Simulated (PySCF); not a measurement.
# Fine-structure interval of Sr²⁵⁺ by level of theory

Sr²⁵⁺ [Ne] 3s2 3p1 [3p1/2^1, M_J = 1/2] → Sr²⁵⁺ [Ne] 3s2 3p1 [3p3/2^1, M_J = 3/2], as a difference of total energies. Computed with PySCF 2.14 in an even-tempered Gaussian basis (19 s from 3.5 bohr⁻², ratio 2.4; 13 p from 4.5 bohr⁻², ratio 2.4; 5 d from 16 bohr⁻², ratio 2.6; 4 f from 24 bohr⁻², ratio 2.6), with the two-component X2C-1e Hamiltonian. Correlated levels: 1s2 frozen; the 52 highest virtual spinors dropped. "Screened" scales the spin-orbit matrix elements by Boettger's factors to mimic the two-electron term; Breit and QED terms are absent.

```
                    method  fine-structure interval (cm⁻¹)
 GHF (screened spin-orbit)                          132450
GMP2 (screened spin-orbit)                          130780
     GHF (bare spin-orbit)                          139920
```
